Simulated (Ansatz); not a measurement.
Basis sets compared for Si₆H₃⁺. Charge 1, multiplicity 1. Geometry PBE0-D4/def2-SVP. Ansatz on 4 threads of Arm Neoverse V2 on a shared host; times are rough, and most runs start from earlier orbitals.

Cartesian coordinates in Å:
```
Si -1.3010 0.9687 1.1221
Si -0.6586 0.5004 -1.3075
Si -0.5889 -1.2010 0.2543
Si 0.6467 2.1003 -0.1586
Si 1.5437 -0.4507 -1.2232
Si 1.1143 0.1336 1.0650
H 1.9146 -0.0861 2.2910
H -1.6136 0.6428 -2.4298
H -1.0571 -2.6081 0.3868
```

The structure comes from a short search, and lower isomers may exist.

| level | functions | energy (Eh) | HOMO (eV) | LUMO (eV) | wall time |
| --- | --- | --- | --- | --- | --- |
| HF/STO-3G | 57 | -1715.1151 | -9.40 | 0.53 | 0.2 s |
| HF/6-31G | 84 | -1734.6834 | -12.48 | -4.39 | 0.5 s |
| PBE-D4/def2-SVP | 123 | -1737.0782 | -10.03 | -7.70 | 1.3 s |
| PBE0-D4/def2-SVP | 123 | -1737.2240 | -10.87 | -7.06 | 1.7 s |

**Question.** Estimate the rows for PBE-D4/def2-TZVP (with forces), PBE0-D4/def2-TZVP.

**Answer.** 
```csv
level,functions,energy (Eh),HOMO (eV),LUMO (eV),wall time
PBE-D4/def2-TZVP (with forces),240,-1737.6893,-9.91,-7.58,3.4 s
PBE0-D4/def2-TZVP,240,-1737.8321,-10.73,-6.90,6 s
```
